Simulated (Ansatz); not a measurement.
A run of Ansatz (development build ahead of 0.2.0) on singlet H₆ at this shape:

```xyz
6

H     1.2650    0.0000    0.0000
H     0.6325    1.0955    0.0000
H    -0.6325    1.0955    0.0000
H    -1.2650    0.0000    0.0000
H    -0.6325   -1.0955    0.0000
H     0.6325   -1.0955    0.0000
```

Its results:

```
Converged          : yes
Reference energy   : -3.17037 hartree
Correlation energy : -0.10935 hartree
Total energy       : -3.27972 hartree
```

Forces (eV/Å):
```json
{"atom": "H1", "Fx": "-2.059", "Fy": "0.000", "Fz": "0.000"}
{"atom": "H2", "Fx": "-1.030", "Fy": "-1.784", "Fz": "0.000"}
{"atom": "H3", "Fx": "1.030", "Fy": "-1.784", "Fz": "0.000"}
{"atom": "H4", "Fx": "2.059", "Fy": "0.000", "Fz": "0.000"}
{"atom": "H5", "Fx": "1.030", "Fy": "1.784", "Fz": "0.000"}
{"atom": "H6", "Fx": "-1.030", "Fy": "1.784", "Fz": "0.000"}
```

(1) Which input gives this output? Name the method, the orbitals and the basis set, and write the input.

## Answers

(1) RHF-MP2 in def2-SVP. An unrestricted run that stays on the closed shell gives the same numbers.

```yaml
crystal:
  periodic: [false, false, false]
  atoms:
    - { symbol: H, position_ang: [1.265, 0.0, 0.0] }
    - { symbol: H, position_ang: [0.6325, 1.09552, 0.0] }
    - { symbol: H, position_ang: [-0.6325, 1.09552, 0.0] }
    - { symbol: H, position_ang: [-1.265, 0.0, 0.0] }
    - { symbol: H, position_ang: [-0.6325, -1.09552, 0.0] }
    - { symbol: H, position_ang: [0.6325, -1.09552, 0.0] }
basis:
  gaussian: { orbitals: def2-SVP }
hamiltonian:
  xc: hf
correlation:
  method: mp2
  frozen_orbitals: { H: 0 }
output:
  forces: true
```

Caution: bonds are stretched, where a single reference can fail; stretched shape with no unrestricted run beside it, a lower state can exist.
